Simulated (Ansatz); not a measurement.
Ansatz results at the PBE0-D4/def2-TZVP geometry: zero-point energy (PBE0-D4/def2-TZVP) 18.0 kJ/mol; size of the dipole moment (PBE/def2-TZVPP) 0.86 D; size of the dipole moment (B3LYP/def2-TZVPP) 1.02 D.

**Question.** Which molecule gave them?
A. `[OH][Sn]([F])[Cl]`•
B. `CO[B]N`•
C. `F[Si](F)Br`•
D. `[O][GaH][Cl]`•

**Answer.** C. The others give `[OH][Sn]([F])[Cl]`•: 41.2, 2.25, 2.41; `[O][GaH][Cl]`•: 25.9, 1.92, 1.99; `CO[B]N`•: 188.4, 0.55, 0.41.

B3LYP here is the variant with VWN-RPA as its local correlation; programs differ in this.
